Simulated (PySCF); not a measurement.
Compound: C2H4O2Si.
Numbering: `[O:1]=[CH:2][SiH2:3][CH:4]=[O:5]` (hydrogens: H6 on C2; H7, H8 on Si3; H9 on C4)

The same species was optimised twice, with GFN2-xTB and with PBE0-D3(BJ)/def2-SVP (PySCF), and the same property calculations (PySCF, gas phase) were run on both structures.

```tsv
coordinate	GFN2-xTB	PBE0-D3(BJ)/def2-SVP	change
Si3–H7 (Å)	1.458	1.490	+0.032
Si3–H8 (Å)	1.459	1.490	+0.031
C4–H9 (Å)	1.111	1.126	+0.015
C2–H6 (Å)	1.111	1.125	+0.014
Si3–C4 (Å)	1.924	1.938	+0.014
C2–Si3 (Å)	1.925	1.937	+0.012
O1=C2 (Å)	1.203	1.205	+0.002
C4=O5 (Å)	1.203	1.204	+0.001
C2–Si3–H7 (°)	109.1	112.0	+2.9
H7–Si3–H8 (°)	116.0	113.1	-2.9
O1–C2–Si3 (°)	123.1	120.4	-2.7
C4–Si3–H8 (°)	107.8	109.6	+1.8
Si3–C2–H6 (°)	117.6	119.2	+1.6
C2–Si3–H8 (°)	109.4	107.8	-1.6
Si3–C4–O5 (°)	124.2	122.9	-1.3
C2–Si3–C4 (°)	102.8	104.2	+1.4
O1–C2–Si3–C4 (°)	83	80	-3
C2–Si3–C4–O5 (°)	107	107	0
```

Rotational constants: A = 8368, B = 2146, C = 1898 MHz (GFN2-xTB) against A = 8340, B = 2133, C = 1894 MHz (PBE0-D3(BJ)/def2-SVP). Point groups within 0.08 Å: C1 and C1.

On the GFN2-xTB structure: HOMO (eV) -7.08 [PBE0/pcSseg-1]; LUMO (eV) -2.29 [PBE0/pcSseg-1]; dipole (D) 1.65 [PBE0/pcSseg-1]; GIAO shielding of O1/O5 (mean) (ppm) -632.8 [PBE0/pcSseg-1]; GIAO shielding of C2/C4 (mean) (ppm) -51.4 [PBE0/pcSseg-1]; GIAO shielding of Si3 (ppm) 417.1 [PBE0/pcSseg-1].

**Question.** What do these properties become on the PBE0-D3(BJ)/def2-SVP structure?

**Answer.** 
```
                                    property          level  on GFN2-xTB  on PBE0-D3(BJ)/def2-SVP  change
                                   HOMO (eV)  PBE0/pcSseg-1        -7.08                    -7.11   -0.03
                                   LUMO (eV)  PBE0/pcSseg-1        -2.29                    -2.31   -0.02
                                  dipole (D)  PBE0/pcSseg-1         1.65                     1.50   -0.15
energy, GFN2-xTB geometry as zero (kcal/mol)  PBE0/pcSseg-1          0.0                     -0.7    -0.7
        GIAO shielding of O1/O5 (mean) (ppm)  PBE0/pcSseg-1       -632.8                   -627.3    +5.5
        GIAO shielding of C2/C4 (mean) (ppm)  PBE0/pcSseg-1        -51.4                    -51.0    +0.4
                 GIAO shielding of Si3 (ppm)  PBE0/pcSseg-1        417.1                    417.9    +0.8
```

The heavy atoms differ by 0.023 Å rms after alignment. Among all bonds Si3–H7 and Si3–H8 change most and about equally (+0.031 to +0.032 Å). Changes are differences of the printed values. Neither structure is proved a minimum here.

Shape of the structure used: `[O:1]=[CH:2][SiH2:3][CH:4]=[O:5]`: O1–C2–Si3–C4 80°, C2–Si3–C4–O5 107°.
